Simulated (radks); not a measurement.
Results of a calculation; reference values are marked as such.
Effect of the nuclear size on neutral rhodium, [Kr] 4d8 5s1. Level of theory: Dirac Kohn-Sham, PBE, spin-unpolarised, spherical densities, finite nucleus; open shells fill j = l - 1/2 first; Fermi nuclear charge, rms radius 4.4945 fm (a radial shooting solver on a logarithmic mesh with Libxc functionals). The rms radius is varied about that value; shifts are against it.

| rms radius (fm) | total energy shift (eV) | density at nucleus (e/bohr^3) | 1s1/2 shift (meV) | 2s1/2 shift (meV) | 3p1/2 shift (meV) | 4s1/2 shift (meV) | 4p1/2 shift (meV) | 5s1/2 shift (meV) |
|---|---|---|---|---|---|---|---|---|
| 3.9956 | -0.461 | 1.228e+05 | -194 | -21.4 | 0.258 | -0.696 | 0.047 | -0.041 |
| 4.3012 | -0.184 | 1.217e+05 | -77.7 | -8.54 | 0.103 | -0.278 | 0.019 | -0.016 |
| 4.4945 | 0 | 1.21e+05 | 0.000 | 0.000 | 0.000 | 0.000 | 0.000 | 0.000 |
| 4.6833 | 0.187 | 1.204e+05 | 78.8 | 8.66 | -0.105 | 0.282 | -0.019 | 0.017 |
| 5.4204 | 0.980 | 1.182e+05 | 413 | 45.4 | -0.549 | 1.48 | -0.101 | 0.087 |

Slopes of the eigenvalues against <r^2> in GHz/fm^2, as finite differences over the two radii next to the reference (eigenvalue slopes, not the field-shift constants of lines): 1s1/2 11000, 2s1/2 1210, 3p1/2 -14.6, 4s1/2 39.5, 4p1/2 -2.68, 5s1/2 2.32.
